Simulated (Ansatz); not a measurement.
Method: frozen-core CCSD(T)/def2-TZVPP // PBE0-D3(BJ)/def2-TZVP (Ansatz, a program for electronic structure).

Ansatz 0.2 input:
```yaml
crystal:
  periodic: [false, false, false]
  atoms:
    - { symbol: S, position_ang: [-0.536515, -1.99845, -0.212766] }
    - { symbol: In, position_ang: [0.269005, 0.212392, 0.140402] }
    - { symbol: S, position_ang: [2.509135, 0.539133, 0.84919] }
    - { symbol: S, position_ang: [-1.10533, 2.121154, -0.193173] }
    - { symbol: H, position_ang: [-1.765257, -1.585299, -0.565299] }
    - { symbol: H, position_ang: [2.768271, -0.779173, 0.878392] }
    - { symbol: H, position_ang: [-2.164545, 1.388577, -0.575744] }
basis:
  gaussian: { orbitals: def2-TZVPP }
correlation:
  method: ccsd_t
```

Output:

```
Functional definition: HF
1427 factors; integrals over basis functions are off by at most 1.2e-3 eV
mean field evaluation 1: about -37650.5222 eV, gradient 2.2e1 eV
mean field evaluation 2: about -37650.6128 eV, gradient 2.2e1 eV
mean field evaluation 4: about -37652.4622 eV, gradient 2.8e0 eV
mean field evaluation 8: about -37652.5116 eV, gradient 2.6e-1 eV
mean field evaluation 16: about -37652.0455 eV, gradient 1.1e1 eV
mean field -37652.51198975 eV, -1383.7042938341 hartree, gradient 7.0e-6 eV, S^2 0.000000; 0 other end points of the search recorded, 0 dependent functions left out
19 core orbitals not correlated
reference -37652.51198975 eV, -1383.7042938341 hartree; 17, 17 occupied and 182, 182 virtual orbitals, 1427 factors
second order -22.11007519 eV of doubles, -0.00000000 eV of singles
cycle   1  -22.65113999 eV  change   -5.4e-1 eV  update   1.1e-1
cycle   2  -23.21608308 eV  change   -5.6e-1 eV  update   3.2e-2
cycle   3  -23.32118086 eV  change   -1.1e-1 eV  update   1.7e-2
cycle   4  -23.30981016 eV  change    1.1e-2 eV  update   4.5e-3
cycle   5  -23.30762678 eV  change    2.2e-3 eV  update   1.9e-3
cycle   6  -23.30752781 eV  change    9.9e-5 eV  update   5.0e-4
cycle   7  -23.30733926 eV  change    1.9e-4 eV  update   1.7e-4
cycle   8  -23.30737714 eV  change   -3.8e-5 eV  update   4.9e-5
cycle   9  -23.30739960 eV  change   -2.2e-5 eV  update   1.8e-5
perturbative correction -1.01422803 eV, -0.0372721926 hartree
Total energy: -37676.83361738 eV, -1384.5980971638 hartree
```

Cost: about 4 core-minutes (a rough figure).
